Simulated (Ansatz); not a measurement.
Geometry optimisation, RKS PBE/def2-SVP in Ansatz 0.2.0.

Input file:

```yaml
crystal:
  periodic: [false, false, false]
  atoms:
    - { symbol: W, position_ang: [0.0, 0.0, 0.0] }
    - { symbol: F, position_ang: [0.0, 0.0, 2.2] }
    - { symbol: F, position_ang: [1.85, 0.0, 0.0] }
    - { symbol: F, position_ang: [0.0, 1.85, 0.0] }
    - { symbol: F, position_ang: [-1.85, 0.0, 0.0] }
    - { symbol: F, position_ang: [0.0, -1.85, 0.0] }
    - { symbol: F, position_ang: [0.0, 0.0, -1.85] }
    - { symbol: Br, position_ang: [1.8861, 1.9648, 0.905] }
    - { symbol: H, position_ang: [0.861, 0.8969, 2.1051] }
basis:
  gaussian: { orbitals: def2-SVP }
hamiltonian:
  xc: pbe
relax:
  f_tol: 0.15
  max_steps: 25
  restrain:
    - { distance: [0, 7], at: 3.77, k: 30.0 }
    - { distance: [8, 1], at: 2.12, k: 30.0 }
    - { distance: [0, 1], at: 1.85, k: 30.0 }
    - { distance: [8, 7], at: 1.55, k: 30.0 }
```

Launched with:

```bash
$ ansatz run input.yaml --threads 4 --pin off --max-ram 5120MiB --backend cpu --events-out ev --progress --plain --runs-dir out
```

Q: Where does it end, and by what steps?

A: The forces met the threshold. The restraints hold the end off the free minimum; the threshold counts their pulls, which the force column leaves out. Restrained pairs: W1–Br8 (2.87 → 3.79 Å), F2–H9 (1.25 → 2.13 Å), W1–F2 (2.20 → 1.86 Å), Br8–H9 (1.91 → 1.50 Å). After 6 steps the energy has fallen by 5.245 eV (the restraints' own energy left out); Br8 moved furthest, 0.87 Å.

```tsv
step	energy less start (eV)	largest force component (eV/Å)	accepted
0	0.0000	6.433	yes
1	-1.8160	4.577	yes
2	-3.0715	4.646	yes
3	-4.3191	3.517	yes
4	-5.0266	1.161	yes
5	-5.2138	0.969	yes
6	-5.2453	1.087	yes
```

```xyz
9
Properties=species:S:1:pos:R:3
W -0.115 -0.113 -0.100
F -0.029 -0.018 1.757
F 1.738 -0.136 -0.205
F -0.168 1.738 -0.222
F -1.976 -0.133 -0.001
F -0.112 -1.973 0.006
F -0.208 -0.222 -1.954
Br 2.245 2.304 1.616
H 1.373 1.416 2.463
```

Time of the run: 29 s on 4 threads of Arm Neoverse V1 (shared host), peak memory 0.27 GiB.
